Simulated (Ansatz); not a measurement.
Molecule: CdBr, charge 0, multiplicity 2. The spin state was set by rule; other spins were not relaxed. 
Structure (B3LYP-D3(BJ)/def2-TZVP (Ansatz, a first-principles code) minimum search):
```xyz
2

Cd     0.0000     0.0000    -1.0750
Br     0.0000     0.0000     1.4743
```
Charge 0, spin multiplicity 2.

Basis-set convergence of Hartree-Fock and MP2 correlation energies (hartree) with Ansatz. Correlated levels leave the core frozen unless marked. Open shells are spin-unrestricted. Spin-orbit coupling is left out. The frozen core is the preceding noble-gas configuration, with the filled d and f shells of earlier blocks. Past Kr the def2 sets carry scalar-relativistic core potentials.

```json
[
 {"basis": "def2-SVPD", "functions": "75", "E(HF)": "-2738.98600", "E(corr, MP2)": "-0.38874"},
 {"basis": "def2-TZVPPD", "functions": "113", "E(HF)": "-2739.33526", "E(corr, MP2)": "-0.58082"},
 {"basis": "def2-QZVPPD", "functions": "186", "E(HF)": "-2739.38634", "E(corr, MP2)": "-0.63727"}
]
```

Extrapolating the two largest sets (X = 3 and 4) as X^-3: E(corr) = (64·(-0.63727) - 27·(-0.58082))/37 = -0.6785 Eh, an estimate of the basis-set limit. The largest set recovers 93.9 % of it, the smallest 57.3 %.
